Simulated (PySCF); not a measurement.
GeFCl3, SMILES [F][Ge]([Cl])([Cl])[Cl].

Geometry optimised at B3LYP-D3(BJ)/def2-SVP.

All values below come from ωB97X/def2-TZVP (PySCF).

```json
{
 "total_energy": "-3557.72334 hartree",
 "point_group": "C3v",
 "highest_occupied_level": "-12.29 eV",
 "lowest_empty_level": "-0.26 eV",
 "orbital_gap": "12.03 eV",
 "dipole_moment": "0.90 D",
 "quadrupole, principal values (traceless, Buckingham form, about the centre of nuclear charge)": "-3.33, 1.67, 1.67 D·Å",
 "mean_static_polarisability": "60.6 bohr³ (8.98 Å³)",
 "polarisability_principal_values": "48.4, 66.7, 66.7 bohr³"
}
```
